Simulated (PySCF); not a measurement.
GaCl2I, SMILES [Cl][Ga]([Cl])[I]. Atoms are numbered in the order given.

```xyz
4

Ga     0.0000     0.0000     0.7854
Cl     0.0000     1.8225     1.8850
Cl     0.0000    -1.8225     1.8850
I      0.0000     0.0000    -1.6686
```

Coordinates come from a PBE0-D3(BJ)/def2-SVP optimisation. The structure was generated by enumeration; whether it is a known compound was not checked. The def2 effective core potentials stand for the cores of I; spin–orbit coupling is left out.

Level of theory: PySCF with PBE0-D3(BJ)/def2-SVP.

Frequencies are harmonic and unscaled.

Computed normal modes with their intensities:
| mode | ν (cm⁻¹) | IR (km/mol) | Raman (Å⁴/amu) | depolarisation | moving atoms (share of kinetic energy) |
|---|---|---|---|---|---|
| 1 | 91 | 2.4 | 2.7 | 0.75 | Cl 58 %, Ga 26 %, I 17 % |
| 2 | 117 | 6.9 | 3.2 | 0.69 | Cl 81 %, I 15 % |
| 3 | 122 | 8.4 | 0.0 | – | Ga 66 %, Cl 31 % |
| 4 | 248 | 15.3 | 10.4 | 0.12 | Ga 37 %, I 36 %, Cl 27 % |
| 5 | 423 | 69.5 | 8.0 | 0.15 | Cl 66 %, Ga 33 % |
| 6 | 465 | 73.8 | 4.1 | 0.75 | Cl 58 %, Ga 42 % |
